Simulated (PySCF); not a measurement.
Ga(H)2(Me)(OMe2), C3H11GaO, singlet (GFN2-xTB optimised geometry):

```
16

Ga    -1.792     0.013     0.000
H     -1.899    -0.616    -1.430
H     -1.898     1.574     0.000
C     -2.251    -1.067     1.639
H     -1.832    -2.078     1.591
H     -3.330    -1.181     1.779
H     -1.864    -0.598     2.552
C      1.145     0.992     0.624
O      0.341     0.013     0.000
C      1.057    -1.129    -0.422
H      1.898     1.372    -0.073
H      0.474     1.801     0.917
H      1.640     0.585     1.512
H      1.538    -1.625     0.427
H      1.814    -0.856    -1.164
H      0.326    -1.801    -0.874
```

Computed with PySCF with PBE0/def2-TZVP.

Q: What are the frontier orbital energies and the dipole moment?

A: HOMO-2 -8.96 eV, HOMO-1 -7.32 eV, HOMO -7.19 eV, LUMO 0.39 eV, LUMO+1 0.98 eV; dipole moment 4.28 D.

Meta-Löwdin charges at PBE0/def2-TZVP: Ga1 0.26, H2 -0.12, H3 -0.12, C4 -0.58, H5 0.11, H6 0.12, H7 0.11, C8 -0.13, O9 -0.29, C10 -0.13, H11 0.12, H12 0.15, H13 0.11, H14 0.11, H15 0.12, H16 0.15.
